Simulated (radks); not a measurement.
Values are calculated unless marked as measured or tabulated.
Task: Valence configurations of Xe2+ (all share [Kr]). Level of theory: Dirac Kohn-Sham, BLYP, spin-unpolarised, spherical densities, finite nucleus; open shells fill j = l - 1/2 first; Fermi nuclear charge, rms radius 4.7859 fm (a radial shooting solver on a logarithmic mesh with Libxc functionals). Order these by energy: 4d9 5s2 5p5; 4d9.5 5s2 5p4.5; 4d10 5s1 5p5; 4d8 5s2 5p6; 4d10 5s2 5p4; 4d10 5p6; 4d9 5s1 5p6.

Result: From the lowest, in eV above it: 4d10 5s2 5p4 0.000; 4d10 5s1 5p5 13.210; 4d10 5p6 26.587; 4d9.5 5s2 5p4.5 27.418; 4d9 5s2 5p5 56.237; 4d9 5s1 5p6 70.191; 4d8 5s2 5p6 118.09. NIST lists [Kr] 4d10 5s2 5p4 as the ground configuration; this level of theory agrees among the configurations tried. The energies are those of spherical spin-averaged densities, not of single terms.
